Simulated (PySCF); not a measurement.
This PySCF input asks for the NMR shieldings of `C[Si@@H]1OC[C@H]1C#N`, C4H7NOSi; the geometry comes from GFN2-xTB.

```python
import basis_set_exchange as bse
import numpy as np
from pyscf import gto, dft
from pyscf.prop import nmr

atoms = """
C     2.220496    0.527365   -0.216370
Si    0.623392   -0.031191    0.622371
O     0.139521   -1.571092    0.246902
C    -1.121345   -1.233035   -0.334019
C    -1.039073    0.300101   -0.318833
C    -2.077048    0.945318    0.400683
N    -2.900148    1.455395    1.013704
H     2.202706    0.371248   -1.291730
H     3.057645   -0.034152    0.184381
H     2.411592    1.578119   -0.028714
H     0.541951    0.248531    2.052434
H    -1.925312   -1.625344    0.291028
H    -1.189189   -1.667807   -1.331700
H    -0.945864    0.736072   -1.312304
"""
names = dict.fromkeys(["C", "Si", "O", "N", "H"], "pcSseg-1")
basis = {el: gto.basis.parse(bse.get_basis(n, elements=[el], fmt="nwchem")) for el, n in names.items()}
mol = gto.M(atom=atoms, basis=basis, charge=0, verbose=0)
mf = dft.RKS(mol, xc="PBE0")
mf.grids.level = 2
mf.grids.alignment = dft.numint.BLKSIZE   # the property module wants whole blocks of grid points
mf.conv_tol = 1e-9
mf.kernel()

calc = nmr.RKS(mf)   # GIAO
C = mf.mo_coeff
Co = C[:, mf.mo_occ > 0]
resp = mf.gen_response(singlet=True, hermi=2)
def vind(x):   # induced exchange potential for any number of trial vectors
    d = np.einsum("pi,xij,qj->xpq", C, 2 * x.reshape(-1, C.shape[1], Co.shape[1]), Co, optimize=True)
    return np.einsum("xpq,pi,qj->xij", resp(d - d.transpose(0, 2, 1)), C, Co, optimize=True).ravel()
mo1, _ = nmr.rhf.solve_mo1(calc, with_cphf=vind)
sigma = calc.kernel(mo1)
for i, s in enumerate(sigma):   # ppm
    print("%2d %-2s %9.2f" % (i, mol.atom_pure_symbol(i), np.trace(s) / 3))
```

Q: Give the expected output.

A: 
```
 0 C     183.19
 1 Si    313.98
 2 O     276.82
 3 C     113.63
 4 C     166.27
 5 C      63.30
 6 N     -34.17
 7 H      30.97
 8 H      31.03
 9 H      31.46
10 H      25.80
11 H      26.77
12 H      26.76
13 H      28.88
```

These numbers come from an equivalent density-fitted implementation of the same equations, which agrees with the script to about 0.01 ppm for H and up to a few tenths of a ppm for heavy atoms, so last digits may differ.

Size and cost of the density-fitted run: 161 basis functions, 20 s wall time on 1 thread of an Arm Neoverse V1, shared host; peak memory 0.8 GiB.
